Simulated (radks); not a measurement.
Results of a calculation; reference values are marked as such.
Ionisation of neutral bismuth, [Hg] 6p3, to Bi+, [Hg] 6p2, under several functionals. Scalar-relativistic Kohn-Sham, spin-unpolarised, spherical densities, finite nucleus; a radial shooting solver on a logarithmic mesh with Libxc functionals.

[
 {"functional": "BLYP", "E(Bi) (hartree)": "-21525.3517", "Exc (hartree)": "-395.5154", "IE (eV)": "7.824", "-e(HOMO) (eV)": "4.461", "<r> HOMO (bohr)": "3.075", "IE error (eV)": "+0.538"},
 {"functional": "HCTH/407", "E(Bi) (hartree)": "-21536.2670", "Exc (hartree)": "-406.9055", "IE (eV)": "7.999", "-e(HOMO) (eV)": "4.659", "<r> HOMO (bohr)": "3.067", "IE error (eV)": "+0.713"},
 {"functional": "revPBE", "E(Bi) (hartree)": "-21524.6887", "Exc (hartree)": "-394.8861", "IE (eV)": "7.844", "-e(HOMO) (eV)": "4.512", "<r> HOMO (bohr)": "3.060", "IE error (eV)": "+0.559"},
 {"functional": "exchange-only r2SCAN", "E(Bi) (hartree)": "-21521.6743", "Exc (hartree)": "-389.9180", "IE (eV)": "7.137", "-e(HOMO) (eV)": "3.891", "<r> HOMO (bohr)": "3.088", "IE error (eV)": "-0.148"},
 {"functional": "exchange-only PBE", "E(Bi) (hartree)": "-21519.1985", "Exc (hartree)": "-389.3209", "IE (eV)": "7.148", "-e(HOMO) (eV)": "3.860", "<r> HOMO (bohr)": "3.149", "IE error (eV)": "-0.137"},
 {"functional": "AM05", "E(Bi) (hartree)": "-21513.3112", "Exc (hartree)": "-383.5635", "IE (eV)": "7.896", "-e(HOMO) (eV)": "4.543", "<r> HOMO (bohr)": "3.045", "IE error (eV)": "+0.610"},
 {"functional": "LDA (Slater exchange, VWN5 correlation)", "E(Bi) (hartree)": "-21512.8698", "Exc (hartree)": "-383.1124", "IE (eV)": "8.150", "-e(HOMO) (eV)": "4.770", "<r> HOMO (bohr)": "3.041", "IE error (eV)": "+0.864"},
 {"functional": "Wu-Cohen GGA", "E(Bi) (hartree)": "-21522.9093", "Exc (hartree)": "-393.1002", "IE (eV)": "7.957", "-e(HOMO) (eV)": "4.598", "<r> HOMO (bohr)": "3.036", "IE error (eV)": "+0.671"},
 {"functional": "B86b exchange with PBE correlation", "E(Bi) (hartree)": "-21525.7361", "Exc (hartree)": "-395.9246", "IE (eV)": "7.936", "-e(HOMO) (eV)": "4.590", "<r> HOMO (bohr)": "3.057", "IE error (eV)": "+0.650"},
 {"functional": "PBE", "E(Bi) (hartree)": "-21524.2697", "Exc (hartree)": "-394.4614", "IE (eV)": "7.915", "-e(HOMO) (eV)": "4.573", "<r> HOMO (bohr)": "3.060", "IE error (eV)": "+0.630"}
]

NIST Atomic Spectra Database: 7.286 eV (measured). Closest: exchange-only PBE. The Delta-SCF values span 1.01 eV, the total energies 23.40 hartree. The highest occupied level is 6p. Spin polarisation and multiplet splitting are left out, so open shells lie too high by an amount that depends on their filling. Spin-orbit splitting is averaged out at the scalar-relativistic level.

Beside tabulated values, note that spin-unpolarised runs miss the spin-polarisation part of the exchange energy of open shells, and scalar-relativistic runs lack spin-orbit coupling.
